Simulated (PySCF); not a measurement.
SMILES c1c2-c3ccccc3C(=O)c2ccc1 (C13H8O) (GFN2-xTB optimised geometry):

```
22

O     -2.461     2.218     0.000
C     -1.550     1.423     0.000
C     -0.091     1.710     0.000
C      0.563     2.925     0.000
C      1.954     2.925     0.000
C      2.660     1.734     0.000
C      2.004     0.506     0.000
C      0.624     0.498     0.000
C     -0.338    -0.605     0.000
C     -0.157    -1.972     0.000
C     -1.285    -2.790     0.000
C     -2.561    -2.253     0.000
C     -2.750    -0.874     0.000
C     -1.636    -0.062     0.000
H      0.001     3.847     0.000
H      2.489     3.863     0.000
H      3.740     1.756     0.000
H      2.567    -0.415     0.000
H      0.832    -2.406     0.000
H     -1.159    -3.863     0.000
H     -3.417    -2.910     0.000
H     -3.740    -0.443     0.000
```

Computed with PBE0/def2-SVP run with PySCF 2.14.0.

### Question
What are the frontier orbital energies and the dipole moment?

### Answer
HOMO-2 -7.65 eV, HOMO-1 -7.34 eV, HOMO -6.73 eV, LUMO -2.38 eV, LUMO+1 -1.17 eV; dipole moment 3.27 D.

On the same geometry PBE/def2-SVP in PySCF gives HOMO-2 -6.61 eV, HOMO-1 -5.80 eV, HOMO -5.62 eV, LUMO -3.14 eV, LUMO+1 -1.97 eV; dipole moment 3.10 D.

Meta-Löwdin charges at PBE0/def2-SVP: O1 -0.39, C2 0.34, C3 -0.05, C4 -0.08, C5 -0.11, C6 -0.09, C7 -0.12, C8 0.01, C9 0.01, C10 -0.12, C11 -0.09, C12 -0.11, C13 -0.08, C14 -0.05, H15 0.12, H16 0.11, H17 0.11, H18 0.11, H19 0.11, H20 0.11, H21 0.11, H22 0.12.
